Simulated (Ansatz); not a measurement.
System: sum formula HGeO (charge +1, singlet). It need not be the lowest isomer of its formula. 
Structure (B3LYP-D3(BJ)/def2-TZVP (Ansatz, an electronic-structure program) minimum search):
```xyz
3

O      0.0000     0.0000    -1.2837
Ge     0.0000     0.0000     0.3913
H      0.0000     0.0000    -2.2512
```
Charge +1, spin multiplicity 1.

Basis-set convergence of Hartree-Fock and CCSD correlation energies (hartree) with Ansatz. Correlated levels leave the core frozen unless marked. No spin-orbit coupling. The frozen core is the preceding noble-gas configuration, with the filled d and f shells of earlier blocks. No relativistic terms.

```json
[
 {"basis": "cc-pVDZ", "functions": "46", "E(HF)": "-2150.53631", "E(corr, CCSD)": "-0.26281"},
 {"basis": "cc-pVTZ", "functions": "87", "E(HF)": "-2150.63876", "E(corr, CCSD)": "-0.32062"},
 {"basis": "cc-pVQZ", "functions": "153", "E(HF)": "-2150.64858", "E(corr, CCSD)": "-0.34065"},
 {"basis": "cc-pV5Z", "functions": "250", "E(HF)": "-2150.65042", "E(corr, CCSD)": "-0.34782"}
]
```

Extrapolating the two largest sets (X = 4 and 5) as X^-3: E(corr) = (125·(-0.34782) - 64·(-0.34065))/61 = -0.3553 Eh, an estimate of the basis-set limit. The largest set recovers 97.9 % of it, the smallest 74.0 %.
